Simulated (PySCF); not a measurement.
**Vibration and rotation of RbSi⁺**

UHF-CCSD(T) constants of RbSi⁺, ³Π (triplet), unpaired electrons σ ↑, π ↑ (PySCF, scalar-relativistic core potentials, basis sets Rb def2-SVPD with ECP28, Si def2-SVPD; masses 84.9118 and 27.9769 u):

| Quantity | Value |
| --- | --- |
| ωe | 76.7 cm⁻¹ |
| ωexe | 0.815 cm⁻¹ |
| Be | 0.052367 cm⁻¹ |
| αe | 0.000640 cm⁻¹ |
| De to Rb⁺ + Si | 0.268 eV |

(1) What force constant and bond length do these constants imply?

(2) Estimate the centrifugal constant D from the Kratzer relation and find the Dunham coefficient a1.

Correlated steps freeze 5 core orbitals. The bond is weak. Basis-set superposition, not corrected here, can be much of De in a small basis, most of all at correlated wavefunction levels. Spin–orbit coupling is left out. For an ion De counts to the pair picked by the measured ionisation energies or electron affinities, which need not be the lowest pair at this level. The state is the lowest determinant that a PBE0 search found; another state may lie lower at other levels.

Answers

(1) Reduced mass μred = 21.043 u; k = 5.8918×10⁻⁷·μred·ωe² (u, cm⁻¹, mdyn/Å) = 0.0729 mdyn/Å; Re = √(16.8576/(μred·Be)) (u, cm⁻¹, Å) = 3.911 Å.

(2) D = 4Be³/ωe² = 9.76e-08 cm⁻¹; a1 = −1 − αeωe/(6Be²) = -3.98.
